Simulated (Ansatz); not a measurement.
Program: Ansatz 0.2.0.

Basis-set series for C5H14ClNO2Zr, SMILES `CC[N](CC)[Zr]([OH])([Cl])[O]C`. Charge 0, multiplicity 1. Zr: def2 effective core potential. The structure was optimised at the PBE0-D4/def2-TZVP level. It is one conformer, not always the lowest.

```csv
functional,basis,functions,energy (Eh),HOMO (eV),LUMO (eV)
PBE0-D4,def2-SVP,231,-910.60442,-6.38,-0.04
PBE0-D4,def2-QZVPP,1027,-911.26674,-6.48,-0.24
ωB97M-V,def2-SVP,231,-910.91533,-8.61,1.22
ωB97M-V,def2-QZVPP,1027,-911.59448,-8.73,0.56
```

Problem. Give the rows for def2-TZVPP. (Estimate.)

Solution. The calculation gave: 
```csv
functional,basis,functions,energy (Eh),HOMO (eV),LUMO (eV)
PBE0-D4,def2-TZVPP,542,-911.22751,-6.47,-0.20
ωB97M-V,def2-TZVPP,542,-911.55670,-8.71,0.88
```

Positive LUMOs are unbound and depend on the basis.
